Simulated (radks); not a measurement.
Values are calculated unless marked as measured or tabulated.
Problem. All-electron atom: Au48+ in [Ar] 3d10 4s2 4p1. Code: a radial shooting solver on a logarithmic mesh with Libxc functionals. Model: scalar-relativistic Kohn-Sham, LDA (Slater exchange, VWN5 correlation), spin-polarised, spherical densities, finite nucleus; open shells are filled with parallel spins first (spin-orbit coupling, left out, can overturn this in heavy ions); Fermi nuclear charge, rms radius 5.4371 fm. Some entries of the table are withheld. Estimate them.

orbital,occ.,eigenvalue (eV),<r> (bohr)
1s up,1,-83216.29,0.01688
1s down,1,-83215.03,0.01688
2s up,1,-16738.81,0.07106
2s down,1,-16738.03,0.07106
2p up,3,-14825.15,0.06412
2p down,3,-14824.10,0.06412
3s up,1,-5742.171,0.1809
3s down,1,-5740.920,0.1809
3p up,3,-5183.332,0.1811
3p down,3,-5181.948,0.1811
3d up,5,-4607.421,0.1631
3d down,5,-4606.184,0.1630
4s up,1,(1),0.3585
4s down,1,(2),0.3584
4p up,1,-2584.971,(3)
4p down,0,-2578.860,(4)
4d up,0,-2357.916,0.3626
4d down,0,-2352.091,0.3625
5s up,0,-1651.890,0.5981
5s down,0,-1648.811,0.5989

Solution. 
(1) 4s up eigenvalue (eV): -2797.260
(2) 4s down eigenvalue (eV): -2791.172
(3) 4p up <r> (bohr): 0.3681
(4) 4p down <r> (bohr): 0.3681
